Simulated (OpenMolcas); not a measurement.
# V2+: ligand-field states by method

V2+ with 6 ligands (fluoride) in octahedral coordination (Oh) at 2.1 Å. A charge of +0.667 e stands 2.6 Å behind each ligand. Ligand basis ANO-RCC-VDZP.
```
V     0.0000    0.0000    0.0000
F     2.1000    0.0000    0.0000
F     0.0000    2.1000    0.0000
F    -2.1000    0.0000    0.0000
F     0.0000   -2.1000    0.0000
F     0.0000    0.0000    2.1000
F     0.0000    0.0000   -2.1000
```

| Property | Result |
| --- | --- |
| Program | OpenMolcas 26.06 |
| Basis | ANO-RCC-VTZP [6s5p3d2f1g] |
| Scalar Hamiltonian | DKH2, point nucleus |
| Active space | 3 electrons in 5 orbitals (3d) |
| State averaging | 2S+1 = 4 even, 10 roots; 2S+1 = 2 even, 40 roots |
| Spin-orbit coupling | RASSI with atomic mean-field integrals over the reference wave functions |

I. CASSCF
II. SS-CASPT2, IPEA 0.25 Eh, imaginary shift 0.1 Eh (closed shells correlated: 3s 3p and the ligand valence shells)
III. SS-CASPT2, IPEA 0.5 Eh, imaginary shift 0.1 Eh (closed shells correlated: 3s 3p and the ligand valence shells)

Spin-free states (labels of O, the rotations of Oh) in cm-1, each column counted from its own energy of the first state listed:

| State | Degeneracy | I | II | III |
| --- | --- | --- | --- | --- |
| 4A2 | 1 | 0 | 0 | 0 |
| 4T2 | 3 | 9358 | 9790 | 9720 |
| 4T1 | 3 | 15579 | 14830 | 15360 |
| 2E | 2 | 16741 | 13040 | 13070 |
| 2T1 | 3 | 17564 | 13840 | 13820 |
| 2T2 | 3 | 22908 | 17940 | 18350 |
| 2A1 | 1 | 23654 | 19380 | 20350 |
| 2T2 | 3 | 26551 | 23220 | 23620 |
| 4T1 | 3 | 27051 | 23980 | 24610 |
| 2T1 | 3 | 27277 | 23690 | 23960 |
| 2E | 2 | 29093 | 24600 | 24910 |
| 2T1 | 3 | 32330 | 27740 | 28360 |
| 2T1 | 3 | 36657 | 34310 | 34470 |
| 2T2 | 3 | 37161 | 33910 | 33800 |
| 2A2 | 1 | 42290 | 35150 | 36070 |
| 2T2 | 3 | 43292 | 36290 | 37060 |
| 2E | 2 | 43574 | 40250 | 40350 |
| 2T1 | 3 | 47897 | 41990 | 42670 |
| 2E | 2 | 63972 | 53650 | 54360 |
| 2T2 | 3 | 66797 | 58080 | 58100 |

From I to II, I's first state of the same spin (4T2) moves from 9358 to 9790 cm-1, by about +430 cm-1.

From I to II, I's first state of another spin (2E) moves from 16741 to 13040 cm-1, by about -3700 cm-1.

I: A least-squares ligand-field fit to the states below 45000 cm-1, each weighted by its degeneracy and with a free common offset, gives 10Dq = 9741 cm-1, B = 932 cm-1 and C = 3553 cm-1 (C/B = 3.81), with an rms deviation of 138 cm-1. The same method and metal basis give the free ion B = 959 cm-1 (fit to its terms below 60000 cm-1, rms deviation 74 cm-1), so the nephelauxetic ratio is β = 932 / 959 = 0.97; it hangs on how both fits weigh the states, and computed free-ion B values tend to be too large, so β mixes covalency with correlation.

χT at 300 K: I 1.85, II 1.85, III 1.85 cm3 K/mol.

Roots that are degenerate in the reference are averaged as groups; the widest CASPT2 spread within a group is 160 cm-1 (the 3-fold group of multiplicity 2 near 24000 cm-1 above the lowest state of its run, III). Shifts and gaps below about the spread of the groups concerned are not significant. Over all roots computed the reference weight is 0.70 to 0.71 in II, 0.71 to 0.72 in III; a low but even weight reflects the number of correlated electrons. Ligand-to-metal charge-transfer states are missing. With no ligand orbital active B as a rule stays too high, so bands that hang on it stand too high and its fall with covalency is understated. Without dynamic correlation the repulsion within the d shell is too large (B by tens of per cent), so at a given field states of lower spin stand too high (holds for I). With metal d orbitals alone and no dynamic correlation the field as a rule comes out too small, by tens of per cent, by up to half for chloride and softer ligands (holds for I). These CASPT2 states fit no ligand-field parameters well, so their order and spin gaps are uncertain (holds for II). With one d shell and no ligand orbital active, 10Dq can be off by tens of per cent for divalent 3d ions, low with halides held by bare charges and at times high in hosts (holds for II; III). Free-ion shares, where given, are those of the reference states; single-state CASPT2 does not remix them (holds for II; III). No measured value stands beside these numbers; the geometry was imposed, not optimised, and the real ion may take another.
